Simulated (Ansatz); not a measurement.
`CBNC` + `BN` → `BNBNC` + CH₄  (ligand exchange at a B–C bond)

Gas-phase electronic energies from Ansatz, PBE0-D4/def2-TZVP geometries. CCSD(T)/CBS adds triple-zeta CCSD(T) − MP2 to the extrapolated MP2 energy (def2 sets, frozen cores). This one scheme is used for every species. DFT in def2-TZVPP. B3LYP here is the variant with VWN-RPA as its local correlation; programs differ in this. One conformer a species, not always the lowest.

```csv
level,ΔE (kcal/mol)
ωB97X-V,-14.8
r2SCAN,-14.8
B3LYP,-14.4
r2SCANh,-14.9
```

Q: What does CCSD(T)/CBS give? (Best estimate.)

A: The calculation gave: -15.4 kcal/mol. The listed levels differ from it by 0.6, 0.6, 1.0, 0.5 kcal/mol.

Largest T1 diagnostic among the species: 0.013.

From BLYP to BHLYP (50 % exact exchange), in def2-TZVPP and without D4, ΔE moves by −1.2 kcal/mol. At CCSD(T), def2-SVP lies −1.3 kcal/mol from the extrapolated value and def2-TZVPP +0.0 kcal/mol.
